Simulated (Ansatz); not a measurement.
Isolated molecules relaxed with PBE0-D4/def2-TZVP in Ansatz; ΔE leaves out vibrations. CCSD(T)/CBS adds triple-zeta CCSD(T) − MP2 to the extrapolated MP2 energy (def2 sets, frozen cores). DFT in def2-TZVPP. HSE06 is defined as in plane-wave codes. One conformer a species, not always the lowest.

Consider the formal exchange of groups at a C–C bond: `C/C=C\[SiH2]Cl` + `C=C(CC)CC` → `C=C(CC)C(C)C` + `C=C[SiH2]Cl`.

`C/C=C\[SiH2]Cl`:

Z-matrix (Å, degrees):
```
C
C 1 1.487
H 1 1.091 2 112.8
H 1 1.095 2 110.2 3 -120.6
H 1 1.094 2 110.7 3 121.8
C 2 1.335 1 126.4 3 3.0
H 2 1.090 1 115.0 3 -177.8
Si 6 1.850 2 125.3 1 -1.4
H 6 1.088 2 117.6 1 178.6
Cl 8 2.067 6 111.2 2 73.2
H 8 1.482 6 109.8 2 -168.5
H 8 1.483 6 112.6 2 -45.8
```

`C=C(CC)CC`:

```xyz
18

C    -0.936   -1.057   -1.607
C    -0.354   -0.399   -0.608
C     0.866    0.447   -0.839
C     0.688    1.906   -0.434
C    -0.893   -0.476    0.792
C     0.113   -1.002    1.810
H    -0.553   -1.002   -2.621
H    -1.814   -1.672   -1.445
H     1.138    0.389   -1.896
H     1.710    0.024   -0.282
H    -0.152    2.359   -0.965
H     1.586    2.483   -0.666
H     0.501    2.009    0.638
H    -1.783   -1.112    0.792
H    -1.228    0.520    1.106
H    -0.343   -1.079    2.799
H     0.981   -0.344    1.900
H     0.474   -1.993    1.526
```

`C=C(CC)C(C)C`:

Cartesian coordinates in Å:
```
C -0.893 1.460 -0.864
C -0.510 0.428 -0.119
C -1.511 -0.350 0.689
C -1.879 -1.683 0.044
C 0.923 -0.042 -0.029
C 1.797 0.393 -1.194
C 1.546 0.406 1.294
H -0.203 2.016 -1.488
H -1.928 1.785 -0.874
H -1.115 -0.537 1.694
H -2.416 0.251 0.818
H -2.329 -1.525 -0.938
H -1.004 -2.323 -0.091
H -2.595 -2.231 0.662
H 0.900 -1.140 -0.023
H 2.791 -0.054 -1.110
H 1.930 1.478 -1.208
H 1.367 0.093 -2.152
H 0.957 0.085 2.156
H 1.620 1.496 1.326
H 2.552 -0.007 1.406
```

`C=C[SiH2]Cl`:

```xyz
9

C    -0.746    1.331    0.356
C    -0.039    0.258    0.700
Si    0.401   -1.050   -0.529
Cl    2.448   -1.202   -0.710
H    -1.082    1.491   -0.665
H    -1.022    2.097    1.075
H     0.279    0.148    1.735
H    -0.082   -2.388   -0.110
H    -0.158   -0.684   -1.853
```

```csv
level,ΔE (kJ/mol)
revPBE,17.0
HSE06,14.7
MP2/CBS(def2),6.4
CCSD/CBS(def2),7.3
```

Task: What does CCSD(T)/CBS give? (An estimate is asked.)

Result: Ansatz gave: +6.6 kJ/mol. The listed levels differ from it by 10.4, 8.1, -0.2, 0.7 kJ/mol.

Largest T1 diagnostic among the species: 0.010.

Leaving LDA and LC-ωPBE aside and taking each functional with its dispersion term where it has one, the values, not all of them listed here, spread over 5.7 kJ/mol, from ωB97M-V to PBE-D4. In def2-TZVPP, CCSD(T) changes the Hartree–Fock value by −6.2 kJ/mol (the triples alone add −0.8 kJ/mol) and MP2 by −6.4 kJ/mol.

CCSD(T)/CBS has its own doubt, a few kJ/mol and more with outer-core shells, so smaller differences from it don't rank the levels.
